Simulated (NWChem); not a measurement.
System: C2H6OSi; SMILES C=CO[SiH3]

Parts of the log:

```
             Northwest Computational Chemistry Package (NWChem) 7.3.0
             --------------------------------------------------------

                             Geometry "geometry" -> ""
                             -------------------------

 Output coordinates in angstroms (scale by  1.889725989 to convert to a.u.)

  No.       Tag          Charge          X              Y              Z
 ---- ---------------- ---------- -------------- -------------- --------------
    1 C                    6.0000     0.07391800     2.36632600    -0.08286700
    2 C                    6.0000    -0.35188700     1.12278300     0.13544300
    3 O                    8.0000     0.45205500     0.04058900     0.03440700
    4 Si                  14.0000    -0.03483700    -1.56193500    -0.03677800
    5 H                    1.0000     1.10766200     2.56468400    -0.37394500
    6 H                    1.0000    -0.61522300     3.20292100     0.03523500
    7 H                    1.0000    -1.39196800     0.92053300     0.43160500
    8 H                    1.0000    -0.55254000    -1.90023700    -1.39587400
    9 H                    1.0000     1.17001900    -2.37398700     0.27201700
   10 H                    1.0000    -1.11398700    -1.80323600     0.96967800

 Effective nuclear repulsion energy (a.u.)     157.9771380503

                                 NWChem DFT Module
                                 -----------------

 Summary of "ao basis" -> "ao basis" (spherical)
 ------------------------------------------------------------------------------
       Tag                 Description            Shells   Functions and Types
 ---------------- ------------------------------  ------  ---------------------
 C                          def2-svp                 6       14   3s2p1d
 O                          def2-svp                 6       14   3s2p1d
 Si                         def2-svp                 8       18   4s3p1d
 H                          def2-svp                 3        5   2s1p

 in cosmo_initialize ...
 calling solv_data for solv:h2o

 solvent parameters
 solvname_short: h2o
 solvname_long:  water
 dielec:       78.4000
 dielecinf:     1.7769
 aqueous SMD model solvent descriptors
 dielec:       78.4000
 sola:          0.8200

[...]

                                COSMO-SMD solvation results
                                ---------------------------

             internal energy in gas <Psi(g)|H|Psi(g)> =      -444.019612597010
         internal energy in solvent <Psi(s)|H|Psi(s)> =      -444.018725893674
                               delta internal energy  =         0.000886703336 (    0.56 kcal/mol)
   total free energy in solvent <Psi(s)|H+V/2|Psi(s)> =      -444.024933060628
 polarization energy contribution <Psi(s)|V/2|Psi(s)> =        -0.006207166954 (   -3.90 kcal/mol)
    total free energy in solvent including G(SMD-CDS) =      -444.018024526088
                       G(SMD-CDS) energy contribution =         0.006908534540 (    4.34 kcal/mol)
     1 M fixed-concentration free energy of solvation =         0.001588070922 (    1.00 kcal/mol)

                       DFT Final Molecular Orbital Analysis
                       ------------------------------------

 Vector   18  Occ=2.000000D+00  E=-3.559356D-01
              MO Center= -1.2D-01, -1.4D+00, -4.4D-01, r^2= 3.4D+00
   Bfn.  Coefficient  Atom+Function         Bfn.  Coefficient  Atom+Function
  ----- ------------  ---------------      ----- ------------  ---------------
    76      0.349043   8 H  s                52     -0.250571   4 Si pz
    81     -0.211448   9 H  s                77      0.198100   8 H  s
    20      0.169717   2 C  pz               55     -0.154247   4 Si pz
    34      0.139510   3 O  pz               49      0.137273   4 Si pz
    86     -0.131468  10 H  s                82     -0.129829   9 H  s

 Vector   19  Occ=2.000000D+00  E=-3.405103D-01
              MO Center= -9.8D-02, -4.5D-01,  2.7D-01, r^2= 3.2D+00
   Bfn.  Coefficient  Atom+Function         Bfn.  Coefficient  Atom+Function
  ----- ------------  ---------------      ----- ------------  ---------------
    32      0.382427   3 O  px               35      0.285280   3 O  px
    86      0.263159  10 H  s                71      0.195942   7 H  s
    18     -0.178923   2 C  px               87      0.159806  10 H  s
    50     -0.157407   4 Si px               81     -0.150282   9 H  s
    34     -0.147788   3 O  pz               82     -0.121294   9 H  s

 Vector   20  Occ=2.000000D+00  E=-2.582481D-01
              MO Center=  1.4D-02,  1.4D+00, -2.6D-02, r^2= 2.5D+00
   Bfn.  Coefficient  Atom+Function         Bfn.  Coefficient  Atom+Function
  ----- ------------  ---------------      ----- ------------  ---------------
     6      0.388848   1 C  pz               34     -0.319975   3 O  pz
     9      0.302364   1 C  pz               20      0.296885   2 C  pz
    37     -0.272823   3 O  pz               23      0.187906   2 C  pz
    77     -0.116483   8 H  s                 4      0.104668   1 C  px
    76     -0.091413   8 H  s                 7      0.083589   1 C  px

 Vector   21  Occ=0.000000D+00  E= 2.011359D-02
              MO Center= -9.6D-02,  9.6D-01, -9.1D-03, r^2= 4.3D+00
   Bfn.  Coefficient  Atom+Function         Bfn.  Coefficient  Atom+Function
  ----- ------------  ---------------      ----- ------------  ---------------
    23     -0.569144   2 C  pz                9      0.559367   1 C  pz
    87     -0.442138  10 H  s                20     -0.397993   2 C  pz
    54     -0.348952   4 Si py               55      0.348934   4 Si pz
     6      0.333311   1 C  pz               53     -0.311277   4 Si px
    31      0.251869   3 O  s                21     -0.203881   2 C  px

[...]
```

Level: PBE0/def2-SVP, SMD on the gas-phase geometry. Geometry: optimised at PBE0/def2-SVP. Solvent: water.

Question: Reconstruct the input file.

Answer: This is not unique; one that fits is the input that was run:
```
start job
memory heap 200 mb stack 900 mb global 1100 mb
geometry units angstroms noautosym nocenter noautoz
  C      0.073918     2.366326    -0.082867
  C     -0.351887     1.122783     0.135443
  O      0.452055     0.040589     0.034407
  Si    -0.034837    -1.561935    -0.036778
  H      1.107662     2.564684    -0.373945
  H     -0.615223     3.202921     0.035235
  H     -1.391968     0.920533     0.431605
  H     -0.552540    -1.900237    -1.395874
  H      1.170019    -2.373987     0.272017
  H     -1.113987    -1.803236     0.969678
end
basis spherical
  * library def2-svp
end
dft
  xc pbe0
  iterations 150
end
cosmo
  do_cosmo_smd true
  solvent water
end
task dft energy
```
